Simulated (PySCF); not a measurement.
Fill in the blanks.

(KNH2)2 ring, H₄K₂N₂.
Geometry (PBE0-D3(BJ)/def2-SVP, Å), atoms numbered from 1 in this order:
```
atom  x, y, z in Å
K1     0.1316   -0.1138    1.7728
N2     0.2453   -1.9193   -0.1392
K3    -0.1768    0.1084   -1.7708
N4    -0.2466    1.9188    0.1384
H5     1.1277   -2.4346   -0.2483
H6    -0.4341   -2.6899   -0.1328
H7     0.4610    2.6636    0.1257
H8    -1.1080    2.4669    0.2541
```

```csv
property,level,value
"rotational constants A, B, C",PBE0-D3(BJ)/def2-SVP,"3.743, 2.021, 1.330 GHz"
dipole moment,PBE0/def2-SVPD,?
HOMO energy,PBE0/def2-SVPD,-4.17 eV
LUMO energy,PBE0/def2-SVPD,-0.58 eV
lowest singlet excitation,TDDFT PBE0/def2-SVPD,"2.68 eV (462 nm, f = 0.000)"
strongest line among the 10 lowest singlet transitions,TDDFT PBE0/def2-SVPD,"S2 at 2.96 eV (419 nm, f = 0.150)"
lowest triplet excitation (Tamm–Dancoff),TDA PBE0/def2-SVPD,2.59 eV
static isotropic polarisability,PBE0/def2-SVPD,?
electronic spatial extent ⟨r²⟩ about the centre of nuclear charge,PBE0/def2-SVPD,808 bohr²
1H chemical shifts (computed TMS as zero) by class,GIAO B3LYP/pcSseg-1,?
"isotropic shieldings of nuclei other than C and H, by class",GIAO B3LYP/pcSseg-1,?
largest of the computed one-bond spin–spin couplings (means over like bonds),B3LYP/pcJ-1 (pcSseg-1 on K),15N–1H -50.1 (N2–H5 and 3 like it) Hz
core binding energies,"ΔSCF SCAN, pcX-2 on the ionised atom, pcseg-1 elsewhere, spin-free X2C",N1s 400.9 (N2/N4) eV
```

The electronic properties come from PySCF, for the isolated species, density fitting.

Problem. What are the isotropic shieldings of nuclei other than C and H, by class?

Solution. 275 (N2/N4), 1154 (K1/K3) ppm.

Problem. What are the 1H chemical shifts (computed TMS as zero) by class?

Solution. -1.97 (H5/H6/H7/H8) ppm.

Problem. What is the dipole moment?

Solution. 0.11 D.

Problem. The static isotropic polarisability?

Solution. 71.0 au.

The rotational constants make it an asymmetric top with κ = (2B − A − C)/(A − C) = -0.43, nearer the prolate limit (−1). The polarisability is 10.52 Å³ as a volume (1 au = 0.148185 Å³), or 1.27 au for each of the 56 electrons. The principal polarisabilities are 54.4, 63.8 and 94.7 au; their mean is the isotropic value. The largest Löwdin shares of the HOMO are 0.36 on N2, 0.36 on N4, 0.05 on H6 and 0.05 on H5.

One conformer stands for the species.
